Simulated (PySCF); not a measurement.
Compound: C₅H₁₁Si₂ (doublet state).
Structure used (GFN2-xTB), in Å, numbered top down from 1:
```
atom  x, y, z in Å
C1    -1.3139   -1.2890   -0.0312
C2    -0.2078   -0.7520    0.4663
C3     0.8848   -1.5747    1.0793
C4     0.0135    0.7079    0.4417
Si5    0.1826    1.5549    2.0598
C6     0.0955    1.3813   -0.7385
Si7    0.0219    0.6356   -2.4475
H8    -1.4861   -2.3524   -0.0229
H9    -2.0912   -0.6793   -0.4581
H10    0.6224   -2.6299    1.0866
H11    1.0839   -1.2506    2.1010
H12    1.8038   -1.4449    0.5077
H13    0.2593    3.0031    2.1091
H14   -0.1502    0.8739    3.2985
H15    0.2390    2.4556   -0.6841
H16   -1.3582    0.5302   -2.9430
H17    0.7570    1.5313   -3.3502
H18    0.6348   -0.6946   -2.4862
```

The hyperfine couplings belong to this conformer and change with its torsions.

As a line formula: `C=C(C)/C([SiH2])=C\[SiH3]` [radical].

Computed, not measured: UKS B3LYP, pcH-1 on C H Si, non-relativistic, mean-field spin-orbit, GIAO (PySCF). Isolated species at its GFN2-xTB geometry (one conformer only). Couplings are sensitive to structure, and on GFN2-xTB geometries they can be far from those on DFT ones, by a factor of two or more for some ions and for spin on atoms past the first row. The frame is twisted about the C2–C4 bond at this geometry (dihedral C3–C2–C4–Si5 = -62°); couplings at other torsion angles weren't computed. No stability test was run, so a lower SCF solution isn't excluded.

(1) Give the principal g shifts and their parts.

(2) At 9.703 GHz, how far is the centre of the isotropic spectrum from where a free electron (g = 2.002319) resonates?

(3) How much does each term add to the isotropic shift?

(4) What are the electron Larmor frequencies g μB B/h along the three axes at 3350 mT?

(5) In a frozen sample, at which fields do the three g values resonate at 9.5, 34, 94 and 263 GHz (hyperfine left aside), and which band first spreads them over more than twice a line width of 0.3 mT?

## Answers

(1) 
```
                    Δg (ppm)     1     2     3
relativistic mass correction  -123  -123  -123
            gauge correction    -1    31    32
   orbital Zeeman/spin–orbit    39  1117  2452
                       total   -84  1025  2361
```

So g = 2.00223, 2.00334, 2.00468 and g_iso = 2.00342; the tensor is rhombic: the two nearest values differ by 45 % of g3 − g1. Axes: g3 points within 6° of the C4–Si5 bond.

(2) B = hν/(g μB) with μB/h = 13.99624 MHz/mT gives 346.23 mT for the free electron and 346.04 mT at g_iso, 0.19 mT lower.

(3) The orbital-Zeeman/spin–orbit term 1202, the mass correction -123 and the gauge correction 21 ppm, for a total of 1100 ppm. The orbital-Zeeman/spin–orbit term is the largest in size. The mass correction is the same along every axis, so the anisotropy comes from the other two: their spans along these axes are 32 (gauge) and 2413 ppm (orbital Zeeman/spin–orbit).

(4) 93.8796, 93.9316, 93.9943 GHz for g1, g2 and g3, a range of 114.7 MHz.

(5) 
```json
{"band": "X", "GHz": "9.5", "B(g3) mT": "338.58", "B(g2) mT": "338.81", "B(g1) mT": "339.00", "spread mT": "0.41"}
{"band": "Q", "GHz": "34.0", "B(g3) mT": "1211.78", "B(g2) mT": "1212.58", "B(g1) mT": "1213.26", "spread mT": "1.48"}
{"band": "W", "GHz": "94.0", "B(g3) mT": "3350.20", "B(g2) mT": "3352.44", "B(g1) mT": "3354.30", "spread mT": "4.09"}
{"band": "J", "GHz": "263.0", "B(g3) mT": "9373.44", "B(g2) mT": "9379.69", "B(g1) mT": "9384.89", "spread mT": "11.45"}
```

The spread grows in proportion to the frequency. Q band is the first where it exceeds 0.6 mT.

The largest Mulliken spin populations are on Si5 (+0.94), C6 (+0.31) and C4 (-0.17). The angles at Si5 add up to 357.5°, so it is nearly planar; its axial dipolar tensor and the negative couplings of its protons fit spin in a p orbital normal to that plane.

The HOMO–LUMO gaps are 4.07 eV among the α and 4.44 eV among the β orbitals.
